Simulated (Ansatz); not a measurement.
Compare A (`[CH3][GeH]([NH2])[OH]`) with its isomer B (`N[CH2][GeH2][OH]`).

Isolated molecules relaxed with PBE0-D4/def2-TZVP in Ansatz; ΔE leaves out vibrations. CBS: MP2 limit from def2 TZ/QZ plus the TZ coupled-cluster correction, frozen cores. Functionals use def2-TZVPP. B3LYP here is the variant with VWN-RPA as its local correlation; programs differ in this. For Ge outer-core shells are correlated without core-valence functions, which leaves a few kJ/mol of doubt a bond. Scalar relativity is left out up to krypton. One conformer a species, not always the lowest.

(1) Which is lower in electronic energy at CCSD(T)/CBS, and by how much? (Best estimate.)

(2) Give E(B) − E(A) in kJ/mol with ωB97M-V, B3LYP-D4, PBE-D4, PBE0-D4, HF/def2-TZVPP, CCSD(T)/def2-TZVPP, BLYP-D4. (Best estimate.)

(3) Does the order hold for the free energy at 298.15 K (harmonic terms from PBE0-D4)? (Estimate.)

Largest T1 diagnostic: 0.011.

Results:

(1) Ansatz gave: A, by 116.8 kJ/mol.

(2) Ansatz gave: ωB97M-V 113.7, B3LYP-D4 110.9, PBE-D4 107.1, PBE0-D4 109.8, HF/def2-TZVPP 114.8, CCSD(T)/def2-TZVPP 117.5, BLYP-D4 108.7. None reverses the order clearly.

(3) Ansatz gave: Yes: G(B) − G(A) = +116.1 kJ/mol, for one conformer each.

From BLYP to BHLYP (50 % exact exchange), in def2-TZVPP and without D4, E(B) − E(A) moves by +5.5 kJ/mol. At CCSD(T), def2-SVP lies −15.7 kJ/mol from the extrapolated value and def2-TZVPP +0.7 kJ/mol.
